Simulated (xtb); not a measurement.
Al(H)(F)(NH2) (AlFH₃N), SMILES [AlH]([F])[NH2]. All values are semi-empirical tight-binding results from xtb (GFN2-xTB unless named), good for trends rather than for accurate numbers. Geometry optimised at GFN2-xTB. Other conformers were not sampled.

For metal compounds this method's bond lengths and energies can be far off.

* **point group as xtb finds it**: Cs
* **orbital gap**: 4.61 eV
* **zero-point energy**: 20.3 kcal/mol
* **G − E(el) at 298.15 K (modified RRHO)**: 3.4 kcal/mol
